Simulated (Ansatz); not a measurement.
A nudged elastic band was laid between two geometries of AlH$_{5}$NOPSi (10 atoms, charge 0, multiplicity 1).

Computed with RKS B3LYP/def2-SVP (Ansatz 0.2.0).

| Quantity | Value |
| --- | --- |
| movable images | 5 |
| climbing image | yes |
| spring | 5.0 eV/Å² |
| optimiser | quadratic models (default) |
| start path | through a guess of the saddle point |
| force threshold | 0.05 eV/Å |
| iteration limit | 60 |
| end points | relaxed |

Initial state:

```xyz
10
Properties=species:S:1:pos:R:3
Al -1.059 1.723 -0.118
N 0.055 0.313 -0.067
Si 0.065 -1.309 0.635
O 1.718 -1.388 0.260
P 1.761 0.118 -0.538
H -2.488 1.528 0.532
H -0.570 3.055 -0.815
H -0.227 -1.388 2.092
H -0.743 -2.335 -0.084
H 1.572 -0.368 -1.893
```

Final state:

```xyz
10
Properties=species:S:1:pos:R:3
Al -1.086 0.863 -0.147
N 0.373 0.074 0.868
Si -0.293 -1.772 0.325
O 1.256 -1.767 -0.456
P 1.914 -0.307 0.005
H -2.365 1.013 0.780
H -0.632 1.882 -1.267
H 0.490 0.279 1.862
H -1.183 -0.783 -0.792
H 1.610 0.466 -1.175
```

Q: Which bonds break or form, and what moves?

A: Bonds broken: Si3–H8. Bonds formed: N2–H8.

Q: Give the energies along the band, and the barrier.

A: The forces met the threshold. The highest image is number 3 of 0 to 6, 72.3 kcal/mol above the first end and 56.8 kcal/mol above the last; the last end lies 15.5 kcal/mol above the first. Neighbouring images differ by up to 1.6 eV, so the band resolves the path poorly. A vibrational analysis at the climbing image gives one clearly imaginary mode, 1505i cm⁻¹: a first-order saddle point. The orbitals stay closed-shell, which can raise the energy where a bond breaks towards radicals; this wasn't checked here.

```csv
image,path coordinate (Å),energy (kcal/mol),Si3–H8 (Å),N2–H8 (Å)
0,0.00,0.0,1.49,2.76
1,0.56,4.8,1.48,2.50
2,1.13,35.2,1.47,1.99
3,1.69,72.3,1.60,1.42
4,2.76,36.8,2.45,1.03
5,3.83,28.2,2.64,1.02
6,4.90,15.5,2.68,1.02
```

Q: What is the geometry of the highest image?

A: 
```xyz
10
Properties=species:S:1:pos:R:3:forces:R:3
Al -1.071 1.604 -0.043 0.01 0.00 0.00
N 0.119 0.260 0.219 -0.01 -0.01 0.00
Si 0.043 -1.682 0.753 0.00 0.00 0.00
O 1.635 -1.649 0.104 0.00 0.01 0.00
P 1.799 -0.035 -0.320 0.00 -0.01 0.00
H -2.460 1.456 0.696 0.00 0.00 0.00
H -0.659 2.830 -0.952 0.00 0.00 0.00
H -0.012 -0.284 1.525 0.00 0.00 0.00
H -0.825 -2.429 -0.235 0.00 0.00 0.00
H 1.515 -0.122 -1.744 0.00 0.00 0.00
```

The run took 5.1 min on 2 threads of Arm Neoverse V2, on a shared host, peak memory 0.24 GiB.
